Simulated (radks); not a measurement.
Bi LI, 33 electrons, occupied as [Ar] 3d10 4s2 4p3.

Calculated with a radial shooting solver on a logarithmic mesh with Libxc functionals: scalar-relativistic Kohn-Sham, LDA (Slater exchange, VWN5 correlation), spin-polarised, spherical densities, finite nucleus; open shells are filled with parallel spins first (spin-orbit coupling, left out, can overturn this in heavy ions); Fermi nuclear charge, rms radius 5.5211 fm.

Energy parts (eV):
part                       energy
total                  -535219.20
kinetic                 612743.86
electron-nucleus      -1240270.93
Hartree                  99858.69
exchange-correlation     -7550.81

Orbitals (lengths in bohr, moments of r in powers of bohr; r(max) is where P^2 peaks; r(90%) holds 90 % of the orbital's charge):
orbital	occ.	eigenvalue (eV)	<1/r>	<r^2>	r(max)	r(90%)
1s up	1	-93234.92	103.1	0.0003468	0.009671	0.0290
1s down	1	-93230.90	103.1	0.0003467	0.009671	0.0290
2s up	1	-18932.24	24.27	0.005236	0.05620	0.103
2s down	1	-18929.77	24.27	0.005235	0.05621	0.103
2p up	3	-16596.59	21.25	0.004469	0.04687	0.0986
2p down	3	-16593.28	21.25	0.004470	0.04688	0.0986
3s up	1	-6468.893	9.143	0.03268	0.1573	0.247
3s down	1	-6465.150	9.146	0.03265	0.1573	0.247
3p up	3	-5796.616	8.276	0.03358	0.1572	0.254
3p down	3	-5792.477	8.279	0.03354	0.1572	0.254
3d up	5	-5144.336	7.761	0.02742	0.1275	0.236
3d down	5	-5140.593	7.764	0.02738	0.1275	0.236
4s up	1	-3119.921	4.473	0.1271	0.3326	0.475
4s down	1	-3104.302	4.477	0.1271	0.3322	0.475
4p up	3	-2866.649	4.136	0.1362	0.3439	0.494
4p down	0	-2851.010	4.137	0.1362	0.3436	0.494

The highest occupied level is 4p up at -2866.6 eV. The density falls to 0.001 e/bohr^3 at r = 0.87 bohr. Spin moment in Bohr magnetons: 3. The electron density at the nucleus is 3.206e+06 e/bohr^3 (large components only). For comparison, the ionisation energy in NIST's Atomic Spectra Database is 2835 eV (theoretical). In exact Kohn-Sham theory the highest level is minus the ionisation energy, but local and semilocal functionals leave it too shallow, through self-interaction and a potential that decays too fast; potentials with the right tail come closer. Summed over all electrons, <r^2> = 1.241 bohr^2, which gives a Langevin (diamagnetic) susceptibility term of -0.983 x 10^-6 cm^3/mol. The spin density at the nucleus is -97.57 e/bohr^3 (1s -66.02, 2s 13.72, 3s -12.92, 4s -32.34).
